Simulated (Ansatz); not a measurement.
Reaction (ligand exchange at the Sn–C bond): `OC(O)=[CH][SnH3]` + `N[SiH3]` → `[SiH3][NH][SnH3]` + `C=C(O)O`

Gas-phase electronic energies from Ansatz, PBE0-D4/def2-TZVP geometries. CCSD(T)/CBS is the MP2 limit (def2-TZVPP, def2-QZVPP) plus CCSD(T) − MP2 in def2-TZVPP, frozen cores. This one scheme is used for every species. Functionals use def2-TZVPP. B3LYP here is the variant with VWN-RPA as its local correlation; programs differ in this. Elements past krypton have def2 core potentials. For Sn outer-core shells are correlated without core-valence functions, which leaves a few kJ/mol of doubt a bond. One conformer a species, not always the lowest.

Problem. Is it downhill or uphill in electronic energy at CCSD(T)/CBS, and by how much? (An estimate is asked.)

Solution. Ansatz gave: Downhill: ΔE = -2.0 kcal/mol.

Problem. What do these levels give: r2SCAN-D4, B3LYP-D4, ωB97X-V, ωB97M-V, PBE0, B3LYP, HF/def2-TZVPP, MP2/def2-TZVPP, CCSD/def2-TZVPP, CCSD(T)/def2-TZVPP, MP2/CBS(def2), CCSD/CBS(def2)? (Best estimate.)

Solution. The calculation gave: r2SCAN-D4 -1.6, B3LYP-D4 -2.6, ωB97X-V -2.2, ωB97M-V -1.8, PBE0 -1.0, B3LYP -2.6, HF/def2-TZVPP -5.1, MP2/def2-TZVPP -1.2, CCSD/def2-TZVPP -2.3, CCSD(T)/def2-TZVPP -1.7, MP2/CBS(def2) -1.5, CCSD/CBS(def2) -2.6 kcal/mol.

Largest T1 diagnostic among the species: 0.013.

In def2-TZVPP, CCSD(T) changes the Hartree–Fock value by +3.4 kcal/mol (the triples alone add +0.6 kcal/mol) and MP2 by +3.9 kcal/mol.
